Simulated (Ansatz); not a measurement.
Start from `FC1=C[CH]1[GeH3]` and change one atom or group to get `FC1=C[C]1(F)[GeH3]`.

Ansatz, PBE0-D4/def2-TZVP geometries, multiplicity 1. 

Scalar relativity is left out up to krypton.

```tsv
property	`FC1=C[CH]1[GeH3]`
ideal-gas entropy at 298 K and 1 bar (rigid rotor, harmonic PBE0-D4/def2-TZVP) / J/(mol·K)	341
LUMO energy (B3LYP/def2-TZVPP) / eV	-0.14
HOMO energy (ωB97M-V/def2-TZVPP) / eV	-9.10
LUMO energy (PBE0/def2-TZVPP) / eV	0.12
size of the dipole moment (ωB97M-V/def2-TZVPP) / D	1.15
HOMO energy (PBE0/def2-TZVPP) / eV	-6.95
```

(1) Give the same properties after the change, and the shifts. (Estimate.)

## Answers

(1) Ansatz gave: 
| property | `FC1=C[C]1(F)[GeH3]` | shift |
| --- | --- | --- |
| ideal-gas entropy at 298 K and 1 bar (rigid rotor, harmonic PBE0-D4/def2-TZVP) / J/(mol·K) | 358 | 17 |
| LUMO energy (B3LYP/def2-TZVPP) / eV | -0.47 | -0.33 |
| HOMO energy (ωB97M-V/def2-TZVPP) / eV | -10.11 | -1.01 |
| LUMO energy (PBE0/def2-TZVPP) / eV | -0.20 | -0.32 |
| size of the dipole moment (ωB97M-V/def2-TZVPP) / D | 1.97 | 0.82 |
| HOMO energy (PBE0/def2-TZVPP) / eV | -7.96 | -1.01 |

With PBE0 the HOMO falls by 1.01 eV and the LUMO falls by 0.32 eV, so the gap widens by about 0.69 eV. PBE moves the HOMO by -0.93 eV and ωB97M-V by -1.01 eV. Dipoles are sizes alone; their direction can turn.

B3LYP here is the variant with VWN-RPA as its local correlation; programs differ in this.
